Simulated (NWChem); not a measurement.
# C$_{3}$H$_{6}$ClF; SMILES C[C@H](F)CCl

```xyz
11

C      0.7355     2.1219    -0.0759
C     -0.0103     0.8291    -0.3254
F     -1.3138     0.9790     0.0905
C      0.6077    -0.3373     0.4136
Cl    -0.1869    -1.8815     0.0166
H      0.7775     2.3456     1.0010
H      1.7624     2.0704    -0.4662
H      0.2155     2.9501    -0.5775
H     -0.0321     0.5974    -1.4053
H      0.5158    -0.1850     1.4986
H      1.6714    -0.4331     0.1553
```
Atoms are numbered in this order, from 1.

All runs use the structure optimised with PBE0/def2-SVP. B3LYP is NWChem's, with the RPA form of VWN correlation.

Give the principal values of the shielding tensors (ppm) of C1, C2, F3, C4, Cl5 from B3LYP/6-31G* (spherical d), GIAO (NWChem), with their diamagnetic and paramagnetic parts as GIAO splits them.


| atom | σ11 | σ22 | σ33 | isotropic | diamagnetic | paramagnetic |
|---|---|---|---|---|---|---|
| C1 | 154.4 | 165.3 | 189.8 | 169.8 | 250.9 | -81.1 |
| C2 | 79.3 | 96.6 | 139.3 | 105.1 | 241.9 | -136.8 |
| F3 | 373.0 | 387.9 | 396.1 | 385.6 | 473.2 | -87.5 |
| C4 | 111.5 | 140.7 | 166.0 | 139.4 | 251.6 | -112.2 |
| Cl5 | 699.7 | 819.9 | 1090.4 | 870.0 | 1145.8 | -275.8 |
